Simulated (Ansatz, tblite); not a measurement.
Forces on GeH2MeBr (CH₅BrGe) at its PBE0-D4/def2-SVP geometry. The state is a singlet with charge 0.

The xTB rows come from tblite.

GFN1-xTB (tblite), largest force 1.00 eV/Å:

```xyz
8
positions Å, forces eV/Å
Ge    0.322    0.050   -0.820   -0.065    0.517   -0.854
H     1.142    1.311   -1.139   -0.548   -0.764    0.097
H    -0.678   -0.247   -1.950    0.651    0.267    0.632
C    -0.529    0.139    0.922   -0.073    0.119   -0.032
H    -1.223    0.992    0.958    0.189   -0.334    0.159
H     0.232    0.263    1.705   -0.261   -0.033   -0.097
H    -1.089   -0.787    1.114    0.100    0.251    0.067
Br    1.823   -1.721   -0.791    0.007   -0.022    0.027
```

GFN2-xTB (tblite), largest force 0.67 eV/Å:

```
Ge 0.363 -0.147 -0.545
H -0.139 -0.307 -0.030
H 0.290 0.065 0.161
C -0.285 0.094 0.478
H 0.258 -0.376 0.084
H -0.312 -0.039 -0.150
H 0.141 0.316 0.049
Br -0.316 0.394 -0.046
```

PBE0-D4/def2-TZVP (Ansatz), largest force 0.30 eV/Å:

```
Ge -0.010 0.017 -0.017
H -0.002 -0.036 0.005
H 0.029 -0.005 0.018
C -0.118 -0.007 0.279
H 0.184 -0.228 -0.015
H -0.207 -0.028 -0.214
H 0.152 0.251 -0.053
Br -0.029 0.036 -0.003
```
